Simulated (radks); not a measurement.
Cu I, 29 electrons, occupied as [Ar] 3d10 4s1. Method: Dirac Kohn-Sham, PBE, spin-unpolarised, spherical densities, point nucleus; computed with a radial shooting solver on a logarithmic mesh with Libxc functionals. Some entries of the table are withheld. Estimate them.

orbital,occ.,eigenvalue (hartree),<r> (bohr)
1s1/2,2,-325.1916,0.05213
2s1/2,2,-39.03179,(1)
2p1/2,2,-34.19130,(2)
2p3/2,4,-33.43808,(3)
3s1/2,2,-4.21415,0.7118
3p1/2,2,(4),0.7421
3p3/2,4,(5),0.7530
3d3/2,4,-0.19119,1.040
3d5/2,6,-0.18127,1.053
4s1/2,1,-0.16942,2.936

Answer. 
(1) 2s1/2 <r> (bohr): 0.2350
(2) 2p1/2 <r> (bohr): 0.2041
(3) 2p3/2 <r> (bohr): 0.2074
(4) 3p1/2 eigenvalue (hartree): -2.71433
(5) 3p3/2 eigenvalue (hartree): -2.61950
